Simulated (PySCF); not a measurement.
Simulation results for BGeH4

Computed with PySCF 2.14.0. Calculation on a computer-drawn molecule: vertical ionisation energy to the stated ion spin, frozen-core CCSD(T) at the basis limit and cheaper methods, single-reference cases, UHF for radicals, no spin-orbit; all values are single points at the evaluated structure, the first of each entry, which is the reference or a displaced copy of it and isn't optimised; the reference structure only sets the zero of the energies above reference; triples share is (T) over the correlation energy; on germanium a core potential holds 10 electrons, which the energies leave out, and 3d is frozen in MP2 and coupled-cluster steps.

Common to all runs: charge 0; multiplicity 2; ion multiplicity 1; diffuse functions no; basis cc-pVnZ; basis and core potential on germanium cc-pVnZ-PP ECP10MDF; reference is the Hartree-Fock double-zeta minimum; best is HF at quadruple zeta + MP2 correlation extrapolated from triple and quadruple zeta + CCSD(T) minus MP2 at triple zeta; basis step is the size of the change from the same recipe one zeta lower.

(1) BGeH4

Evaluated structure:
```xyz
6
BGeH4
B      1.1963    -1.5066    -0.8512
Ge     1.9751    -1.5899     1.0097
H      0.7161    -0.4720    -1.1966
H      1.5659    -2.3775    -1.5234
H      1.5339    -0.5194     2.0395
H      2.7171    -2.7628     1.5208
```

Reference structure:
```xyz
6
BGeH4
B      1.2463    -1.4181    -0.8460
Ge     1.8957    -1.5748     1.0367
H      0.6415    -0.4419    -1.1808
H      1.4668    -2.3031    -1.6199
H      1.6841    -0.5148     2.1131
H      2.6808    -2.7639     1.5813
```

The calculation gives: ionisation energy best 8.199 eV; ionisation energy basis step 0.0277 eV; energy above reference best 3.629 kcal/mol; energy above reference basis step 0.02066 kcal/mol; total energy HF triple zeta -320.3492 hartree; total energy CCSD(T) triple zeta -320.6034 hartree; total energy best -320.6306 hartree; T1 diagnostic at triple zeta 0.0189; D1 diagnostic at triple zeta 0.07381; spin squared at triple zeta 0.7632; ion T1 diagnostic at triple zeta 0.008372; ion D1 diagnostic at triple zeta 0.01648; triples share at triple zeta 0.03162; basis functions triple zeta 125; dipole magnitude HF at triple zeta 0.4866 debye; dipole magnitude CCSD unrelaxed at triple zeta 0.8615 debye; dipole magnitude PBE at triple zeta 1.103 debye; dipole magnitude r2SCAN at triple zeta 0.9467 debye; dipole magnitude B3LYP at triple zeta 0.9413 debye; dipole magnitude wB97X at triple zeta 0.9414 debye.

Drawn bonds:
```csv
atom,other atom,order
1,2,1
1,3,1
1,4,1
2,5,1
2,6,1
```

Triple zeta:
```csv
method,ionisation energy (eV),energy above reference (kcal/mol)
HF,7.471,3.675
PBE,8.414,3.692
r2SCAN,8.521,3.592
B3LYP,8.331,3.501
wB97X,8.085,3.803
MP2,8.074,3.737
CCSD,8.083,3.711
CCSD(T),8.152,3.715
```

(2) BGeH4

Evaluated structure:
```xyz
6
BGeH4
B      1.1963    -1.5066    -0.8512
Ge     2.0283    -1.5956     1.1369
H      0.7161    -0.4720    -1.1966
H      1.5659    -2.3775    -1.5234
H      1.5871    -0.5251     2.1667
H      2.7703    -2.7685     1.6480
```

Reference structure:
```xyz
6
BGeH4
B      1.2463    -1.4181    -0.8460
Ge     1.8957    -1.5748     1.0367
H      0.6415    -0.4419    -1.1808
H      1.4668    -2.3031    -1.6199
H      1.6841    -0.5148     2.1131
H      2.6808    -2.7639     1.5813
```

It finds ionisation energy best 7.954 eV; ionisation energy basis step 0.02783 eV; energy above reference best 7.142 kcal/mol; energy above reference basis step 0.09207 kcal/mol; total energy HF triple zeta -320.3445 hartree; total energy CCSD(T) triple zeta -320.5982 hartree; total energy best -320.6250 hartree; T1 diagnostic at triple zeta 0.02189; D1 diagnostic at triple zeta 0.08881; spin squared at triple zeta 0.7654; ion T1 diagnostic at triple zeta 0.008588; ion D1 diagnostic at triple zeta 0.01719; triples share at triple zeta 0.03232; basis functions triple zeta 125; dipole magnitude HF at triple zeta 0.2857 debye; dipole magnitude CCSD unrelaxed at triple zeta 0.5991 debye; dipole magnitude PBE at triple zeta 0.959 debye; dipole magnitude r2SCAN at triple zeta 0.7463 debye; dipole magnitude B3LYP at triple zeta 0.7437 debye; dipole magnitude wB97X at triple zeta 0.6438 debye.

Drawn bonds:
```csv
atom,other atom,order
1,2,1
1,3,1
1,4,1
2,5,1
2,6,1
```

Triple zeta:
```csv
method,ionisation energy (eV),energy above reference (kcal/mol)
HF,7.229,6.621
PBE,8.16,7.082
r2SCAN,8.263,7.61
B3LYP,8.075,7.008
wB97X,7.816,8.199
MP2,7.814,7.581
CCSD,7.836,7.104
CCSD(T),7.906,7.006
```

(3) BGeH4

Evaluated structure:
```xyz
6
BGeH4
B      1.1963    -1.5066    -0.8512
Ge     2.0453    -1.5974     1.1775
H      0.7161    -0.4720    -1.1966
H      1.5659    -2.3775    -1.5234
H      1.6041    -0.5269     2.2073
H      2.7873    -2.7703     1.6886
```

Reference structure:
```xyz
6
BGeH4
B      1.2463    -1.4181    -0.8460
Ge     1.8957    -1.5748     1.0367
H      0.6415    -0.4419    -1.1808
H      1.4668    -2.3031    -1.6199
H      1.6841    -0.5148     2.1131
H      2.6808    -2.7639     1.5813
```

Results for BGeH4: ionisation energy best 7.885 eV; ionisation energy basis step 0.0277 eV; energy above reference best 9.093 kcal/mol; energy above reference basis step 0.1188 kcal/mol; total energy HF triple zeta -320.3416 hartree; total energy CCSD(T) triple zeta -320.5952 hartree; total energy best -320.6219 hartree; T1 diagnostic at triple zeta 0.0228; D1 diagnostic at triple zeta 0.09309; spin squared at triple zeta 0.7663; ion T1 diagnostic at triple zeta 0.008697; ion D1 diagnostic at triple zeta 0.01753; triples share at triple zeta 0.03257; basis functions triple zeta 125; dipole magnitude HF at triple zeta 0.3119 debye; dipole magnitude CCSD unrelaxed at triple zeta 0.5106 debye; dipole magnitude PBE at triple zeta 0.905 debye; dipole magnitude r2SCAN at triple zeta 0.6743 debye; dipole magnitude B3LYP at triple zeta 0.6726 debye; dipole magnitude wB97X at triple zeta 0.5395 debye.

Drawn bonds:
```csv
atom,other atom,order
1,2,1
1,3,1
1,4,1
2,5,1
2,6,1
```

Triple zeta:
```csv
method,ionisation energy (eV),energy above reference (kcal/mol)
HF,7.161,8.436
PBE,8.087,8.936
r2SCAN,8.19,9.657
B3LYP,8.002,8.908
wB97X,7.74,10.4
MP2,7.74,9.657
CCSD,7.766,9.035
CCSD(T),7.837,8.902
```

(4) BGeH4

Evaluated structure:
```xyz
6
BGeH4
B      1.1963    -1.5066    -0.8512
Ge     2.1089    -1.6042     1.3296
H      0.7161    -0.4720    -1.1966
H      1.5659    -2.3775    -1.5234
H      1.6677    -0.5337     2.3594
H      2.8509    -2.7771     1.8407
```

Reference structure:
```xyz
6
BGeH4
B      1.2463    -1.4181    -0.8460
Ge     1.8957    -1.5748     1.0367
H      0.6415    -0.4419    -1.1808
H      1.4668    -2.3031    -1.6199
H      1.6841    -0.5148     2.1131
H      2.6808    -2.7639     1.5813
```

It finds ionisation energy best 7.656 eV; ionisation energy basis step 0.02669 eV; energy above reference best 18.47 kcal/mol; energy above reference basis step 0.1957 kcal/mol; total energy HF triple zeta -320.3272 hartree; total energy CCSD(T) triple zeta -320.5805 hartree; total energy best -320.6069 hartree; T1 diagnostic at triple zeta 0.02593; D1 diagnostic at triple zeta 0.1062; spin squared at triple zeta 0.7709; ion T1 diagnostic at triple zeta 0.009348; ion D1 diagnostic at triple zeta 0.01994; triples share at triple zeta 0.03355; basis functions triple zeta 125; dipole magnitude HF at triple zeta 0.6649 debye; dipole magnitude CCSD unrelaxed at triple zeta 0.2287 debye; dipole magnitude PBE at triple zeta 0.6812 debye; dipole magnitude r2SCAN at triple zeta 0.3912 debye; dipole magnitude B3LYP at triple zeta 0.3919 debye; dipole magnitude wB97X at triple zeta 0.2292 debye.

Drawn bonds:
```csv
atom,other atom,order
1,2,1
1,3,1
1,4,1
2,5,1
2,6,1
```

Triple zeta:
```csv
method,ionisation energy (eV),energy above reference (kcal/mol)
HF,6.936,17.5
PBE,7.846,17.79
r2SCAN,7.945,19.2
B3LYP,7.759,17.96
wB97X,7.488,20.6
MP2,7.497,19.58
CCSD,7.535,18.4
CCSD(T),7.608,18.12
```

(5) BGeH4

Evaluated structure:
```xyz
6
BGeH4
B      1.1963    -1.5066    -0.8512
Ge     2.2007    -1.6140     1.5489
H      0.7161    -0.4720    -1.1966
H      1.5659    -2.3775    -1.5234
H      1.7595    -0.5435     2.5787
H      2.9427    -2.7869     2.0600
```

Reference structure:
```xyz
6
BGeH4
B      1.2463    -1.4181    -0.8460
Ge     1.8957    -1.5748     1.0367
H      0.6415    -0.4419    -1.1808
H      1.4668    -2.3031    -1.6199
H      1.6841    -0.5148     2.1131
H      2.6808    -2.7639     1.5813
```

It finds ionisation energy best 7.397 eV; ionisation energy basis step 0.02638 eV; energy above reference best 34.46 kcal/mol; energy above reference basis step 0.2514 kcal/mol; total energy HF triple zeta -320.3018 hartree; total energy CCSD(T) triple zeta -320.5553 hartree; total energy best -320.5815 hartree; T1 diagnostic at triple zeta 0.03299; D1 diagnostic at triple zeta 0.1189; spin squared at triple zeta 0.7994; ion T1 diagnostic at triple zeta 0.01125; ion D1 diagnostic at triple zeta 0.02801; triples share at triple zeta 0.03519; basis functions triple zeta 125; dipole magnitude HF at triple zeta 1.28 debye; dipole magnitude CCSD unrelaxed at triple zeta 0.497 debye; dipole magnitude PBE at triple zeta 0.3489 debye; dipole magnitude r2SCAN at triple zeta 0.202 debye; dipole magnitude B3LYP at triple zeta 0.2118 debye; dipole magnitude wB97X at triple zeta 0.6737 debye.

Drawn bonds:
```csv
atom,other atom,order
1,2,1
1,3,1
1,4,1
2,5,1
2,6,1
```

Triple zeta:
```csv
method,ionisation energy (eV),energy above reference (kcal/mol)
HF,6.681,33.45
PBE,7.57,32.79
r2SCAN,7.665,35.1
B3LYP,7.478,33.3
wB97X,7.2,37.65
MP2,7.201,36.96
CCSD,7.274,34.49
CCSD(T),7.351,33.93
```

(6) BGeH4

Evaluated structure:
```xyz
6
BGeH4
B      1.2453    -1.4201    -0.8455
Ge     1.8955    -1.5734     1.0361
H      0.6425    -0.4434    -1.1844
H      1.4706    -2.2998    -1.6177
H      1.6829    -0.5123     2.1168
H      2.6810    -2.7656     1.5834
```

Reference structure:
```xyz
6
BGeH4
B      1.2463    -1.4181    -0.8460
Ge     1.8957    -1.5748     1.0367
H      0.6415    -0.4419    -1.1808
H      1.4668    -2.3031    -1.6199
H      1.6841    -0.5148     2.1131
H      2.6808    -2.7639     1.5813
```

Results for BGeH4: ionisation energy best 8.244 eV; ionisation energy basis step 0.02598 eV; energy above reference best -0.03107 kcal/mol; energy above reference basis step 0.001153 kcal/mol; total energy HF triple zeta -320.3551 hartree; total energy CCSD(T) triple zeta -320.6094 hartree; total energy best -320.6364 hartree; T1 diagnostic at triple zeta 0.01745; D1 diagnostic at triple zeta 0.06521; spin squared at triple zeta 0.7618; ion T1 diagnostic at triple zeta 0.008382; ion D1 diagnostic at triple zeta 0.01624; triples share at triple zeta 0.03165; basis functions triple zeta 125; dipole magnitude HF at triple zeta 0.4708 debye; dipole magnitude CCSD unrelaxed at triple zeta 0.8662 debye; dipole magnitude PBE at triple zeta 1.083 debye; dipole magnitude r2SCAN at triple zeta 0.9354 debye; dipole magnitude B3LYP at triple zeta 0.9324 debye; dipole magnitude wB97X at triple zeta 0.9554 debye.

Drawn bonds:
```csv
atom,other atom,order
1,2,1
1,3,1
1,4,1
2,5,1
2,6,1
```

Triple zeta:
```csv
method,ionisation energy (eV),energy above reference (kcal/mol)
HF,7.51,0.0006121
PBE,8.452,-0.04401
r2SCAN,8.56,-0.0104
B3LYP,8.369,-0.0346
wB97X,8.131,-0.00986
MP2,8.122,-0.01653
CCSD,8.127,-0.02796
CCSD(T),8.196,-0.03111
```
